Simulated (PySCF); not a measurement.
Results of a calculation; reference values are marked as such.
# CH8NOSi2

The system: CH8NOSi2, a small molecule (built as: Si site whose three back bonds go to NHSiH3, CH3, OH); neutral, doublet. The structure, one conformer, was relaxed in the gas phase by PBE0-D3(BJ)/def2-SVP. No frequency run checks that it is a minimum.

SMILES: C[Si](O)N[SiH3]

```xyz
13

Si   -0.713   -0.073   -0.806
N     0.778   -0.623   -0.105
Si    2.118    0.415    0.330
C    -2.168   -0.934    0.021
O    -0.670    1.568   -0.441
H     0.916   -1.620    0.027
H     1.850    1.254    1.536
H     3.273   -0.486    0.635
H     2.505    1.323   -0.792
H    -2.149   -0.715    1.102
H    -2.110   -2.024   -0.119
H    -3.126   -0.586   -0.394
H    -0.889    2.170   -1.158
```
Atom numbers follow the order of the file, from 1.

EPR values by unrestricted B3LYP, IGLO-III on C N O Si, pcH-1 on H.

**Question.** Predict g and the largest hyperfine couplings. Where does the spin sit?

**Answer.** g = 2.0007, 2.0022, 2.0027. The spin sits on Si1 (79 %, bonded to 1 C + 1 N + 1 O) by Mulliken populations.
| atom | isotope | isotropic (MHz) | dipolar, principal values (MHz) |
| --- | --- | --- | --- |
| Si1 | 29Si | -643.7 | -126.4, 62.2, 64.1 |
| C4 | 13C | 106.9 | -9.6, -9.0, 18.6 |
| H10 | 1H | 37.0 | -5.6, -0.7, 6.2 |
| O5 | 17O | -11.1 | -25.9, 12.4, 13.5 |
| N2 | 14N | 19.2 | -4.9, -4.5, 9.4 |
| H13 | 1H | 0.9 | -9.7, -3.7, 13.4 |

**Question.** How do the isotropic couplings move with BHandHLYP?

**Answer.** Si1 -643.7 to -678.9 MHz, C4 106.9 to 106.6 MHz, H10 37.0 to 37.0 MHz, O5 -11.1 to -13.6 MHz.
